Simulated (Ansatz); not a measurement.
The cluster Zr3O6. The state is a singlet with charge 0. Geometry PBE-D4/def2-SVP.

```xyz
9

Zr   -0.5435    0.1303    1.7313
Zr   -0.6832   -0.7959   -1.2660
Zr    1.6343    0.7865    0.1433
O    -1.5670   -1.1277    0.6476
O    -1.7688   -0.5528   -2.6524
O     1.3659   -0.2444   -1.4910
O    -0.4078    0.9960   -0.1479
O     1.1226   -0.8193    1.2009
O     0.8474    1.6274    1.8341
```

In the def2 sets Zr takes a core potential; there is no spin–orbit coupling. No other spin state of charge 0 was run. Another isomer (singlet) lies 0.78 eV lower at PBE0-D4/def2-TZVP; other spin states weren't run for this one.

Question: Estimate the orbital energies around the gap (eV) in Ansatz with PBE-D4/def2-TZVP, r2SCAN-D4/def2-TZVP, PBE0-D4/def2-TZVP.

Answer: 
```json
{"orbital": "HOMO−9", "PBE-D4/def2-TZVP": "-7.70", "r2SCAN-D4/def2-TZVP": "-7.95", "PBE0-D4/def2-TZVP": "-9.17"}
{"orbital": "HOMO−8", "PBE-D4/def2-TZVP": "-7.01", "r2SCAN-D4/def2-TZVP": "-7.24", "PBE0-D4/def2-TZVP": "-8.40"}
{"orbital": "HOMO−7", "PBE-D4/def2-TZVP": "-6.87", "r2SCAN-D4/def2-TZVP": "-7.09", "PBE0-D4/def2-TZVP": "-8.24"}
{"orbital": "HOMO−6", "PBE-D4/def2-TZVP": "-6.71", "r2SCAN-D4/def2-TZVP": "-6.92", "PBE0-D4/def2-TZVP": "-8.08"}
{"orbital": "HOMO−5", "PBE-D4/def2-TZVP": "-6.66", "r2SCAN-D4/def2-TZVP": "-6.89", "PBE0-D4/def2-TZVP": "-8.06"}
{"orbital": "HOMO−4", "PBE-D4/def2-TZVP": "-6.35", "r2SCAN-D4/def2-TZVP": "-6.62", "PBE0-D4/def2-TZVP": "-7.84"}
{"orbital": "HOMO−3", "PBE-D4/def2-TZVP": "-6.17", "r2SCAN-D4/def2-TZVP": "-6.38", "PBE0-D4/def2-TZVP": "-7.54"}
{"orbital": "HOMO−2", "PBE-D4/def2-TZVP": "-5.91", "r2SCAN-D4/def2-TZVP": "-6.13", "PBE0-D4/def2-TZVP": "-7.28"}
{"orbital": "HOMO−1", "PBE-D4/def2-TZVP": "-5.75", "r2SCAN-D4/def2-TZVP": "-5.96", "PBE0-D4/def2-TZVP": "-7.16"}
{"orbital": "HOMO", "PBE-D4/def2-TZVP": "-5.73", "r2SCAN-D4/def2-TZVP": "-5.93", "PBE0-D4/def2-TZVP": "-7.08"}
{"orbital": "LUMO", "PBE-D4/def2-TZVP": "-3.04", "r2SCAN-D4/def2-TZVP": "-2.68", "PBE0-D4/def2-TZVP": "-2.39"}
{"orbital": "LUMO+1", "PBE-D4/def2-TZVP": "-2.95", "r2SCAN-D4/def2-TZVP": "-2.60", "PBE0-D4/def2-TZVP": "-2.34"}
{"orbital": "LUMO+2", "PBE-D4/def2-TZVP": "-2.56", "r2SCAN-D4/def2-TZVP": "-2.27", "PBE0-D4/def2-TZVP": "-1.69"}
{"orbital": "LUMO+3", "PBE-D4/def2-TZVP": "-2.15", "r2SCAN-D4/def2-TZVP": "-1.87", "PBE0-D4/def2-TZVP": "-1.41"}
{"orbital": "LUMO+4", "PBE-D4/def2-TZVP": "-1.81", "r2SCAN-D4/def2-TZVP": "-1.55", "PBE0-D4/def2-TZVP": "-0.94"}
{"orbital": "LUMO+5", "PBE-D4/def2-TZVP": "-1.74", "r2SCAN-D4/def2-TZVP": "-1.40", "PBE0-D4/def2-TZVP": "-0.93"}
```
